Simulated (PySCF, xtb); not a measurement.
HgCl2, SMILES [Cl][Hg][Cl].

GFN2-xTB (xtb 6.7.1) at its own geometry gives an orbital gap of 3.95 eV and a dipole moment of 0.02 D.

The structure is a stationary point at B3LYP-D3(BJ)/def2-TZVP. The isomer is the one that the SMILES or the coordinates give; other isomers of the formula were not compared. The def2 effective core potentials stand for the cores of Hg; spin–orbit coupling is left out.

Question: What does ωB97X/def2-TZVPD in PySCF give? (An estimate is asked for; the answer gives what the named calculation found.)

Answer: gap 10.90 eV (levels -11.38 and -0.48 eV), dipole 0.00 D.
